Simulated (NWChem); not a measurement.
System: 1,1,1-trifluoroethane (C₂H₃F₃); SMILES FC(C)(F)F

NWChem input:

```
start job
memory heap 200 mb stack 900 mb global 1100 mb
geometry units angstroms noautoz
  C      0.000000     0.000000    -1.471583
  C      0.000000     0.000000     0.027243
  F     -0.878538    -0.880631     0.519235
  F     -0.323380     1.201152     0.519235
  F      1.201918    -0.320520     0.519235
  H      0.269672    -0.998615    -1.837810
  H      0.729990     0.732850    -1.837810
  H     -0.999662     0.265765    -1.837810
end
basis spherical
  * library def2-tzvpd
end
dft
  xc b3lyp
  iterations 150
  semidirect filesize 400000000
  mulliken
end
task dft energy
```

All runs use the structure optimised with PBE0/def2-SVP.

Problem. What results follow from this input? (B3LYP/def2-TZVPD.) Quantities: energy (Ha); highest occupied level (eV); orbital gap (eV); dipole (D).

Solution. 
| Property | Value |
|---|---|
| energy (Ha) | -377.74 |
| highest occupied level (eV) | -10.71 |
| orbital gap (eV) | 10.70 |
| dipole (D) | 2.28 |
